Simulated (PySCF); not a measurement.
Spin–spin coupling constants

Bonds (- single, = double, # triple, : aromatic): C1-N2 1.368 Å, N2#C3 1.149 Å, C3-C4 1.413 Å, C4-C5 1.560 Å, C5-F6 1.318 Å, C5-F7 1.329 Å, C5-F8 1.329 Å. C1 carries H9, H10, H11; C4 carries H12, H13. Formal charges: N2 +1.

Total charge +1.

Method: B3LYP/pcJ-1 (spin–dipole term only in couplings to heteroatoms)//GFN2-xTB, PySCF; isolated molecule, single conformer, non-relativistic. Couplings are averaged over pairs made equivalent by symmetry, fast rotation or ring inversion, so a value needn't be that of the named pair in this geometry, while other rotamers aren't included; one pair stands for each set, and the list holds those of at least 0.8 Hz over up to four bonds. One-bond C–F couplings come out tens of Hz too large with common functionals.

Isotopes: $^{13}$C, $^{19}$F, $^{1}$H, $^{15}$N.

| pair | bonds | J (Hz) |
| --- | --- | --- |
| C1, N2 | 1 | -18.0 |
| C1, H9 | 1 | 155.6 |
| N2, C3 | 1 | ? |
| C3, C4 | 1 | 81.5 |
| C4, C5 | 1 | 60.9 |
| C4, H12 | 1 | 152.4 |
| C5, F6 | 1 | ? |
| C1, C3 | 2 | 4.3 |
| N2, C4 | 2 | ? |
| N2, H9 | 2 | 4.4 |
| C3, C5 | 2 | ? |
| C3, H12 | 2 | -10.4 |
| C4, F6 | 2 | 36.9 |
| C5, H12 | 2 | -9.1 |
| F6, F7 | 2 | ? |
| H9, H10 | 2 | ? |
| H12, H13 | 2 | ? |
| N2, C5 | 3 | -1.6 |
| N2, H12 | 3 | -3.1 |
| C3, F6 | 3 | 2.2 |
| C3, H9 | 3 | 7.0 |
| F6, H12 | 3 | 5.4 |
| C1, C5 | 4 | ? |
| C1, H12 | 4 | -1.6 |
| C4, H9 | 4 | -2.2 |

Estimate the withheld couplings, with signs.

Results:


- $^{1}J$(N2,C3) = -81.0 Hz (bond length 1.149 Å)
- $^{1}J$(C5,F6) = -364.3 Hz (bond length 1.318 Å)
- $^{2}J$(N2,C4) = -1.2 Hz (angle at C3 176°)
- $^{2}J$(C3,C5) = -3.6 Hz (angle at C4 110°)
- $^{2}J$(F6,F7) = 47.6 Hz (mean over equivalent pairs that range from 40.6 to 51.5 Hz in this conformer)
- $^{2}J$(H9,H10) = -20.9 Hz
- $^{2}J$(H12,H13) = -21.7 Hz (angle at C4 109°)
- $^{4}J$(C1,C5) = -0.9 Hz
